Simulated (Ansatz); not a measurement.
Ansatz results at the PBE0-D4/def2-TZVP geometry: LUMO energy (PBE/def2-TZVPP) -1.85 eV; HOMO energy (PBE/def2-TZVPP) -6.83 eV; LUMO energy (PBE0/def2-TZVPP) -0.85 eV.

Each molecule was computed in one conformer, which needn't be the lowest.

**Question.** Which molecule gave them?
A. `[CH3][In-]([CH3])([F])[PH3+]`
B. `[CH3][Al-]([CH3])([OH2+])[F]`
C. `C[NH2+][GaH3-]`
D. `[CH3][Al-]([SH2+])([Cl])[Cl]`

**Answer.** D. The others give `[CH3][In-]([CH3])([F])[PH3+]`: -0.81, -6.10, -0.07; `C[NH2+][GaH3-]`: -0.83, -6.22, -0.01; `[CH3][Al-]([CH3])([OH2+])[F]`: -1.19, -5.92, -0.31.
